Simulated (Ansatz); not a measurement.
`[CH3][Al]([CH3])[BH][SiH3]` and `[CH3][Al]([CH3])[C]#N` differ in one atom or group.

Ansatz, PBE0-D4/def2-TZVP geometries, multiplicity 1. Each molecule was computed in one conformer, which needn't be the lowest.

```
                                        property  `[CH3][Al]([CH3])[BH][SiH3]`
              HOMO energy (PBE0/def2-TZVPP) / eV                         -6.88
size of the dipole moment (B3LYP/def2-TZVPP) / D                          1.00
           HOMO–LUMO gap (B3LYP/def2-TZVPP) / eV                          4.01
             LUMO energy (B3LYP/def2-TZVPP) / eV                         -2.68
  size of the dipole moment (PBE/def2-TZVPP) / D                          1.07
               LUMO energy (PBE/def2-TZVPP) / eV                         -3.46
```

Problem. Give the same properties after the change, and the shifts. (An estimate is asked.)

Solution. Computed: 
| property | `[CH3][Al]([CH3])[C]#N` | shift |
| --- | --- | --- |
| HOMO energy (PBE0/def2-TZVPP) / eV | -8.40 | -1.52 |
| size of the dipole moment (B3LYP/def2-TZVPP) / D | 4.27 | 3.27 |
| HOMO–LUMO gap (B3LYP/def2-TZVPP) / eV | 6.30 | 2.29 |
| LUMO energy (B3LYP/def2-TZVPP) / eV | -1.88 | 0.80 |
| size of the dipole moment (PBE/def2-TZVPP) / D | 4.20 | 3.13 |
| LUMO energy (PBE/def2-TZVPP) / eV | -2.45 | 1.01 |

With PBE0 the HOMO falls by 1.52 eV and the LUMO rises by 0.89 eV, so the gap widens by about 2.41 eV. PBE moves the HOMO by -1.36 eV and ωB97M-V by -1.66 eV. Dipoles are sizes alone; their direction can turn.

B3LYP here is the variant with VWN-RPA as its local correlation; programs differ in this.
